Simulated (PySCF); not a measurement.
# XPS shifts beside NMR shieldings

Species: C4H6OSi.
SMILES with atom numbers: `[O:1]=[CH:2][C:3]1([SiH3:4])[CH:5]=[CH:6]1`

Geometry (GFN2-xTB, Å), atoms numbered from 1 in this order:
```xyz
12
C4H6OSi angstrom
O     -0.1260   -1.4728    1.8102
C     -0.7820   -0.6754    1.1841
C     -0.2382    0.0552    0.0455
Si     1.5792   -0.4015   -0.2630
C     -1.2118    0.4739   -1.0574
C     -0.8398    1.4243   -0.2743
H     -1.8390   -0.4614    1.4515
H      2.3633   -0.0915    0.9268
H      2.0082    0.4444   -1.3839
H      1.6652   -1.8090   -0.6369
H     -1.7503    0.0804   -1.8819
H     -0.8277    2.4327    0.0532
```

Binding energies: delta-SCF UKS SCAN, pcX-2 on the ionised atom, pcseg-1 elsewhere, spin-free X2C (PySCF). Shieldings: GIAO PBE0/pcSseg-1, non-relativistic, same geometry.

| atom | isotropic shielding (ppm) |
| --- | --- |
| C2 | -28.1 |
| C3 | 158.2 |
| C5 | 68.6 |

What are the C 1s binding energies of these atoms?

```
atom                  environment  C 1s (eV)  isotropic shielding (ppm)
  C3  sp3 carbon bound to silicon     291.01                      158.2
  C5             alkene CH carbon     291.47                       68.6
  C2              aldehyde carbon     293.07                      -28.1
```

Among the listed atoms, is the one with the highest binding energy also the least shielded?

Yes: C2 has both (293.07 eV, -28.1 ppm).

By binding energy: C3 < C5 < C2. By shielding: C2 < C5 < C3.

Of atoms equivalent by bonding only the ionised one is listed; its partners' own values can differ in this conformer. Isolated species at its GFN2-xTB geometry (one conformer only).
